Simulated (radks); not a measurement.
Results of a calculation; reference values are marked as such.
Problem. Species: Hg. Configuration: [Hg] (the NIST ground configuration). Code: a radial shooting solver on a logarithmic mesh with Libxc functionals. Model: Dirac Kohn-Sham, PBE, spin-unpolarised, spherical densities, finite nucleus; Fermi nuclear charge, rms radius 5.4648 fm. Some entries of the table are withheld. Estimate them.

orbital  occ.  eigenvalue (eV)  <r^2> (bohr^2)  <1/r> (bohr^-1)
1s1/2       2        -82996.03       0.0003810            97.50
2s1/2       2        -14698.47             (1)            24.02
2p1/2       2        -14106.90        0.004054            23.98
2p3/2       4        -12159.34        0.005240            19.41
3s1/2       2        -3487.634         0.03725            8.814
3p1/2       2        -3220.122             (2)            8.729
3p3/2       4        -2788.741             (3)            7.537
3d3/2       4        -2344.194         0.03086              (4)
3d5/2       6        -2251.754         0.03260              (5)
4s1/2       2              (6)          0.1800            3.734
4p1/2       2              (7)          0.1833            3.625
4p3/2       4              (8)          0.2154            3.212
4d3/2       4        -359.5061          0.2264            3.011
4d5/2       6        -340.0855          0.2377            2.916
5s1/2       2        -117.7966          0.9142              (9)
4f5/2       6         -97.9613          0.2773            2.553
4f7/2       8         -93.7686          0.2851            2.516
5p1/2       2         -79.8776           1.068            1.397
5p3/2       4         -61.6162           1.294            1.244
5d3/2       4         -11.0006           2.538           0.9108
5d5/2       6          -9.1657           2.807           0.8689
6s1/2       2          -6.8234           8.392           0.4746

Solution. 
(1) 2s1/2 <r^2> (bohr^2): 0.005741
(2) 3p1/2 <r^2> (bohr^2): 0.03392
(3) 3p3/2 <r^2> (bohr^2): 0.04031
(4) 3d3/2 <1/r> (bohr^-1): 7.435
(5) 3d5/2 <1/r> (bohr^-1): 7.166
(6) 4s1/2 eigenvalue (eV): -766.7412
(7) 4p1/2 eigenvalue (eV): -651.8413
(8) 4p3/2 eigenvalue (eV): -547.6854
(9) 5s1/2 <1/r> (bohr^-1): 1.523
